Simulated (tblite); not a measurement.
C₅H₈ClF₃Si.
Geometry (GFN2-xTB, Å), atoms numbered from 1 in this order:
```xyz
18
C5H8ClF3Si angstrom
F      1.6849   -0.1563    2.0855
Si     0.5284   -1.1509    1.5713
C     -0.1579   -0.3117    0.0017
C     -1.1468   -1.2286   -0.6841
F     -1.8288   -0.6120   -1.6777
F     -2.0901   -1.6716    0.1919
C      0.9188    0.2568   -0.9503
C      0.6335    1.6518   -0.3898
Cl     0.4517    2.9489   -1.5890
C     -0.6580    1.1332    0.2441
H      1.2118   -2.3904    1.2370
H     -0.4588   -1.1990    2.6316
H     -0.6647   -2.1170   -1.1215
H      1.9359   -0.1095   -0.8250
H      0.6287    0.1719   -1.9968
H      1.3728    1.9884    0.3355
H     -0.8338    1.4286    1.2765
H     -1.5363    1.3736   -0.3528
```

Method: GFN2-xTB as coded in tblite; computed harmonic values from a numerical Hessian at the method's own geometry, unscaled. Errors from tens to a few hundred cm⁻¹ against measured bands are possible. Modes of hydrogen on silicon can be 10 to 20 % off. One conformer, not necessarily the lowest.

Harmonic wavenumbers (cm⁻¹): 42.8, 46.3, 52.9, 111.9, 164.7, 178.7, 223.6, 252.6, 299.3, 332.4, 398.5, 427.1, 505.0, 521.3, 573.9, 594.4, 688.9, 720.2, 748.2, 795.2, 825.5, 865.5, 903.2, 1008.4, 1019.4, 1032.0, 1051.5, 1077.7, 1095.3, 1109.2, 1173.5, 1204.2, 1218.1, 1232.6, 1240.7, 1267.6, 1275.8, 1295.7, 1457.8, 1469.1, 2346.3, 2393.2, 2884.7, 2979.4, 3003.8, 3007.6, 3009.6, 3016.5.

A = 1148, B = 740.7, C = 497.2 MHz; mass 188.004 u (most abundant isotopes); point group C1, symmetry number 1.

Question: Zero-point energy?

Answer: Half the sum of the wavenumbers: 26571 cm⁻¹ = 317.86 kJ/mol.

Question: Give the ideal-gas entropy at 200 K and 1 bar in the rigid-rotor, harmonic-oscillator model (classical rotation).

Answer: Translation 165.86, rotation 124.76, vibration 100.97: S = 391.6 J/(mol K).

Question: And Cp and H(200 K) − H(0)?

Answer: Cp = 132.62 J/(mol K), of which vibrations give 99.36 (their classical limit is 48 R = 399.1); H(200 K) − H(0) = 17.10 kJ/mol without the zero-point energy, 10.45 from vibrations.

Question: How do the functions run with temperature in this model?

Answer: 
```
 T (K)  S (J/(mol K))  Cp (J/(mol K))  H − H(0) (kJ/mol)  G − H(0) (kJ/mol)  ln q(vib)
   150          356.8           110.1              11.04             -42.49       4.27
   250          423.7           155.6              24.31             -81.61       7.41
298.15          453.0           177.7              32.33            -102.72       8.88
   400          511.3           220.3              52.66            -151.86      11.93
   600          613.1           281.3             103.29            -264.57      17.69
   900          738.3           334.7             196.48            -468.01      25.57
```

q(vib) and H(0) count from the zero-point level.

Question: Blend soft modes into free rotors: weight 1/[1 + (100 cm⁻¹/ν̃)⁴] for the oscillator and the rest for a rotor with moment μB/(μ + B), μ = h/(8π²ν), B = 10⁻⁴⁴ kg m². What vibrational entropy results?

Answer: 89.92 J/(mol K) in place of 100.97, which changes −T·S at 200 K by +2.21 kJ/mol.

Hindered rotation and anharmonicity are outside this model. Other conformers, if any are populated, would add a mixing term that is left out. The structure is chiral; the term R ln 2 for an equal mix with its mirror image is left out.

On one thread, Arm Neoverse N1 (aarch64), shared host, this took 1.5 s wall. This covers the Hessian and the dipole derivatives.
